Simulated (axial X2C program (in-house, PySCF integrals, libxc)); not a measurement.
**Working with the constants of NaCd⁺**

A bond curve at the CCSD(T) level, 2c, was computed with an axial X2C code built on PySCF integrals (basis Cd dyall-cv3z [12s12p8d5f3g], Na dyall-cv3z [9s8p5d2f] (cores contracted in-house)) for the state Ω = 0 (closed shell). Its fit gives Re = 3.1979 Å, ωe = 110.5 cm⁻¹, ωexe = 1.02 cm⁻¹ and αe = 9.781e-04 cm⁻¹; the masses are 113.9034 and 22.9898 u. Two-component means X2C with spin–orbit coupling and atomic mean-field Coulomb and Gaunt terms.

Correlated methods: 12 electrons correlated (number of frozen shells: Cd 4 s, 3 p, 1 d; Na 2 s, 1 p), 298 virtual spin orbitals or spinors in MP2, 90 natural virtuals in coupled cluster.

Q: Find the reduced mass, Be and the force constant.

A: From the CCSD(T) values: μ = 19.1289 u. Be = 16.8576/(μ Re²) = 0.08617 cm⁻¹. k = 5.8918×10⁻⁷ μ ωe² = 0.138 mdyn/Å.

Q: Estimate the centrifugal constant by the Kratzer relation.

A: D = 4Be³/ωe² = 2.10e-07 cm⁻¹.

Q: Where do the fundamental and the first overtone lie?

A: ν(1←0) = ωe − 2ωexe = 108.5 cm⁻¹; ν(2←0) = 2ωe − 6ωexe = 214.9 cm⁻¹.

Q: A Morse curve ties αe to the other constants (Pekeris). How well does that hold?

A: αe(Morse) = 6Be²/ωe × (√(ωexe/Be) − 1) = 9.840e-04 cm⁻¹; the CCSD(T) curve gives 9.781e-04 cm⁻¹, a ratio of 1.01.

Q: Estimate De from a Morse curve and compare with the computed well depth of 0.362 eV to Cd + Na+.

A: De(Morse) = ωe²/(4ωexe) = 0.371 eV against 0.362 eV computed, a ratio of 1.02. For De the Morse form works well here.

The state is one determinant whose occupation by symmetry is held fixed; it was picked as the lowest of a PBE0 search that is not exhaustive. Dissociation energies refer to the lowest single-determinant-based atoms at the same level and basis. Coupled cluster ran in a truncated set of natural virtual spinors; the MP2 energy of the rest was added. (T) has no such correction and the atoms are truncated less, which lowers De at CCSD(T) by a hundredth of an eV or more. With the outer-core shells frozen, correlated bond lengths of heavy atoms tend to come out a few hundredths of an ångström too long.
